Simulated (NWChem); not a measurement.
Species: SiHSeCl2F; SMILES F[Si](Cl)(Cl)[SeH]

```xyz
6

F      0.0490     0.8179     1.8537
Si    -0.0024     0.4972     0.2834
Cl     1.5795     1.5122    -0.5458
Cl    -1.7725     1.2200    -0.4551
Se     0.0433    -1.7323    -0.1203
H      1.4017    -1.8720     0.4558
```
Atoms are numbered in this order, from 1.

Structure relaxed at the B3LYP/6-31G* (spherical d) level.

Problem. List the 4 lowest vertical singlet excitations from B3LYP/def2-SVP, TDA (NWChem).

Solution. 
```
state  energy (eV)  oscillator strength  leading excitation (squared amplitude)
-----  -----------  -------------------  --------------------------------------
S1            5.41                0.005                      HOMO → LUMO (0.96)
S2            6.04                0.006                    HOMO → LUMO+1 (0.96)
S3            7.13                0.003                    HOMO → LUMO+2 (0.79)
S4            7.33                0.008                    HOMO−1 → LUMO (0.48)
```
